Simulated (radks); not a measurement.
The mean radii <r> (bohr) of the occupied orbitals of an atom or ion are listed with their occupations. All-electron calculation, scalar-relativistic Kohn-Sham, exchange-only B88, spin-polarised, spherical densities, finite nucleus; Fermi nuclear charge, rms radius of each element as measured or else 0.836 A^(1/3) + 0.57 fm. Program: a radial shooting solver on a logarithmic mesh with Libxc functionals.

orbital  occ.      <r>
1s down     1  0.07304
1s up       1  0.07304
2s up       1   0.3437
2s down     1   0.3436
2p up       3   0.3078
2p down     3   0.3076
3s up       1    1.076
3s down     1    1.075
3p up       3    1.171
3p down     3    1.170
4s up       1    3.715
4s down     1    3.882
3d up       1    1.879

Name the element and its charge. Open shells, if any, are filled with parallel spins first.

Answer. Z = 21, scandium, charge 0: Sc in [Ar] 3d1 4s2. The 1s radius gives Z: for a bare nucleus <r> = (2 gamma + 1)/(2Z) with gamma = sqrt(1 - (Z/c)^2), 0.07087 bohr for Z = 21, and screening makes it slightly larger (0.07304 here). The occupations add up to 21, and the charge is Z minus that.
